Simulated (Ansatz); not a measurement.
Computed with Ansatz.

Basis-set series for `[SiH3]C1[SiH2][SiH2]1`. Charge 0, multiplicity 1. Geometry: relaxed with PBE0-D4/def2-TZVP.

```tsv
functional	basis	functions	energy (Eh)	HOMO (eV)	LUMO (eV)
PBE0-D4	def2-SVP	108	-910.62294	-6.44	-1.14
PBE0-D4	def2-QZVPP	507	-911.00564	-6.48	-1.27
ωB97M-V	def2-SVP	108	-910.92793	-8.39	0.87
ωB97M-V	def2-QZVPP	507	-911.31385	-8.48	0.48
```

Question: Give the rows for def2-TZVPP. (Estimate.)

Answer: The calculation gave: 
```tsv
functional	basis	functions	energy (Eh)	HOMO (eV)	LUMO (eV)
PBE0-D4	def2-TZVPP	269	-910.97390	-6.47	-1.23
ωB97M-V	def2-TZVPP	269	-911.28424	-8.47	0.63
```

Positive LUMOs are unbound and depend on the basis.
